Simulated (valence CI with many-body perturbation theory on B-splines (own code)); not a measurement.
## Forbidden lines of Lu XXXIII

Method: valence CI with perturbative core correlation (CI+MBPT): three valence electrons over a frozen Dirac-Fock core [Kr], radial functions for each j: 7 s, 7 p, 8 d, 6 f, 4 g, 1 h, with the one-electron correlation potential Σ1 (screened to all orders), the two-electron term Σ2, the three-electron term Σ3, Breit, model QED; selected single and double excitations, second order for the rest, scaled by the run's own slope (own B-spline code, finite nucleus).

No measured spectrum was set against this ion. As an estimate, large intervals hold to a few tenths of a per cent, small ones and those within an open d or f shell to about a per cent. The list stops below the first excitations out of the core.

Lines 1 to 50 of 59 in falling wavelength, among levels below 116.028 eV, chosen from the decays that carry over 1 % of a level's rate. Wavelengths and rates use the calculated energies. Electric multipoles are in the length gauge, E1 and E2 with the static RPA response of the core. S is in atomic units (e²a₀⁴ for E2 and M2, e²a₀⁶ for E3), for M1 in squared Bohr magnetons. Weak lines are less certain than strong ones. Lines between different terms over intervals too small for the method are left out, as are lines whose strength nearly cancels. The highest levels of a list are the least certain.

Levels are named by their leading jj configuration (3d3/2^4 stands for four electrons in 3d with j = 3/2), which in mixed levels can hold well under half, so a name can repeat and another be missing. Letters in brackets count levels of one name in rising energy.

```
λ vac (nm)                      Upper                      Lower  Type   A (s⁻¹)  S (a.u.)
      2660      (4d3/2^2 4d5/2) J=9/2      (4d3/2^2 4d5/2) J=7/2    M1  4.38e-01  3.05e+00
     358.1      (4d3/2^2 4d5/2) J=7/2  (4d3/2^2 4d5/2) J=5/2 [a]    M1  3.62e+02  4.93e+00
     349.1     (4d3/2 4d5/2^2) J=11/2      (4d3/2 4d5/2^2) J=9/2    M1  1.25e+02  2.36e+00
     291.4  (4d3/2 4d5/2^2) J=5/2 [b]  (4d3/2 4d5/2^2) J=3/2 [a]    M1  2.91e+02  1.60e+00
     240.6  (4d3/2 4d5/2^2) J=5/2 [a]  (4d3/2 4d5/2^2) J=7/2 [a]    M1  2.76e+02  8.56e-01
     167.7            (4d5/2^3) J=3/2  (4d3/2 4d5/2^2) J=3/2 [b]    M1  9.66e+02  6.75e-01
     160.7  (4d3/2^2 4d5/2) J=5/2 [b]      (4d3/2^2 4d5/2) J=7/2    M1  2.29e+02  2.11e-01
     152.8  (4d3/2 4d5/2^2) J=7/2 [b]  (4d3/2 4d5/2^2) J=7/2 [a]    M1  6.05e+02  6.40e-01
     140.7  (4d3/2^2 4d5/2) J=5/2 [b]      (4d3/2^2 4d5/2) J=3/2    M1  1.75e+03  1.08e+00
     138.2  (4d3/2 4d5/2^2) J=5/2 [a]  (4d3/2^2 4d5/2) J=5/2 [b]    M1  3.52e+03  2.07e+00
     125.1  (4d3/2 4d5/2^2) J=3/2 [b]      (4d3/2 4d5/2^2) J=1/2    M1  1.91e+03  5.56e-01
     113.9            (4d5/2^3) J=5/2  (4d3/2 4d5/2^2) J=3/2 [b]    M1  2.57e+03  8.44e-01
     113.6  (4d3/2 4d5/2^2) J=3/2 [b]  (4d3/2 4d5/2^2) J=3/2 [a]    M1  3.15e+03  6.85e-01
     111.1            (4d5/2^3) J=9/2     (4d3/2 4d5/2^2) J=11/2    M1  1.69e+03  8.57e-01
     111.0  (4d3/2 4d5/2^2) J=5/2 [b]  (4d3/2^2 4d5/2) J=5/2 [b]    M1  6.82e+03  2.07e+00
     110.9  (4d3/2^2 4d5/2) J=5/2 [b]  (4d3/2^2 4d5/2) J=5/2 [a]    M1  4.20e+02  1.28e-01
     107.7  (4d3/2^2 4d5/2) J=5/2 [a]            (4d3/2^3) J=3/2    M1  2.14e+04  5.97e+00
     107.5  (4d3/2 4d5/2^2) J=7/2 [a]      (4d3/2^2 4d5/2) J=7/2    M1  8.15e+03  3.01e+00
     103.9  (4d3/2 4d5/2^2) J=7/2 [b]  (4d3/2^2 4d5/2) J=5/2 [b]    M1  1.38e+03  4.59e-01
     99.05      (4d3/2 4d5/2^2) J=9/2      (4d3/2^2 4d5/2) J=9/2    M1  1.55e+04  5.59e+00
     95.49      (4d3/2 4d5/2^2) J=9/2      (4d3/2^2 4d5/2) J=7/2    M1  9.79e+03  3.16e+00
     89.38      (4d3/2^2 4d5/2) J=3/2            (4d3/2^3) J=3/2    M1  1.81e+04  1.91e+00
     88.83  (4d3/2 4d5/2^2) J=3/2 [a]      (4d3/2^2 4d5/2) J=1/2    M1  5.84e+03  6.07e-01
     88.20            (4d5/2^3) J=3/2  (4d3/2 4d5/2^2) J=5/2 [b]    M1  1.56e+03  1.59e-01
     84.25            (4d5/2^3) J=9/2      (4d3/2 4d5/2^2) J=9/2    M1  2.26e+04  5.01e+00
     82.87      (4d3/2 4d5/2^2) J=1/2      (4d3/2^2 4d5/2) J=1/2    M1  3.38e+04  1.43e+00
     82.82      (4d3/2^2 4d5/2) J=7/2            (4d3/2^3) J=3/2    E2  4.88e+00  1.36e-02
     82.70  (4d3/2 4d5/2^2) J=7/2 [a]  (4d3/2^2 4d5/2) J=5/2 [a]    M1  3.62e+04  6.08e+00
     79.25      (4d3/2^2 4d5/2) J=1/2            (4d3/2^3) J=3/2    M1  6.72e+03  2.48e-01
     78.82  (4d3/2 4d5/2^2) J=3/2 [a]      (4d3/2^2 4d5/2) J=3/2    M1  3.43e+04  2.49e+00
     77.15     (4d3/2 4d5/2^2) J=11/2      (4d3/2^2 4d5/2) J=9/2    M1  1.10e+04  2.25e+00
     76.67            (4d5/2^3) J=9/2  (4d3/2 4d5/2^2) J=7/2 [a]    M1  3.16e+04  5.29e+00
     76.25            (4d5/2^3) J=3/2  (4d3/2 4d5/2^2) J=5/2 [a]    M1  2.12e+04  1.40e+00
     74.32  (4d3/2 4d5/2^2) J=5/2 [a]      (4d3/2^2 4d5/2) J=7/2    M1  1.62e+03  1.47e-01
     74.09      (4d3/2 4d5/2^2) J=1/2      (4d3/2^2 4d5/2) J=3/2    M1  1.76e+03  5.30e-02
     73.84            (4d5/2^3) J=5/2  (4d3/2 4d5/2^2) J=7/2 [b]    M1  8.40e+03  7.52e-01
     71.64            (4d5/2^3) J=3/2      (4d3/2 4d5/2^2) J=1/2    M1  1.27e+04  6.92e-01
     70.65            (4d5/2^3) J=5/2  (4d3/2 4d5/2^2) J=5/2 [b]    M1  1.44e+04  1.13e+00
     69.73  (4d3/2 4d5/2^2) J=5/2 [a]      (4d3/2^2 4d5/2) J=3/2    M1  1.79e+04  1.35e+00
     69.52  (4d3/2 4d5/2^2) J=3/2 [b]  (4d3/2^2 4d5/2) J=5/2 [b]    M1  2.01e+04  1.00e+00
     68.53  (4d3/2 4d5/2^2) J=3/2 [a]  (4d3/2^2 4d5/2) J=5/2 [a]    M1  1.67e+04  7.98e-01
     67.71            (4d5/2^3) J=3/2  (4d3/2 4d5/2^2) J=3/2 [a]    M1  2.12e+04  9.74e-01
     65.65  (4d3/2 4d5/2^2) J=5/2 [b]      (4d3/2^2 4d5/2) J=7/2    M1  1.00e+04  6.32e-01
     64.65  (4d3/2 4d5/2^2) J=7/2 [b]      (4d3/2^2 4d5/2) J=9/2    M1  5.78e+03  4.63e-01
     63.11  (4d3/2 4d5/2^2) J=7/2 [b]      (4d3/2^2 4d5/2) J=7/2    M1  5.74e+03  4.28e-01
     62.77            (4d5/2^3) J=5/2  (4d3/2 4d5/2^2) J=5/2 [a]    M1  1.94e+04  1.07e+00
     61.55  (4d3/2 4d5/2^2) J=5/2 [a]  (4d3/2^2 4d5/2) J=5/2 [a]    M1  2.71e+03  1.41e-01
     56.86            (4d5/2^3) J=5/2  (4d3/2 4d5/2^2) J=3/2 [a]    M1  2.43e+04  9.94e-01
     55.48  (4d3/2 4d5/2^2) J=5/2 [b]  (4d3/2^2 4d5/2) J=5/2 [a]    M1  1.16e+03  4.39e-02
     54.66  (4d3/2^2 4d5/2) J=5/2 [b]            (4d3/2^3) J=3/2    M1  2.48e+03  9.03e-02
```
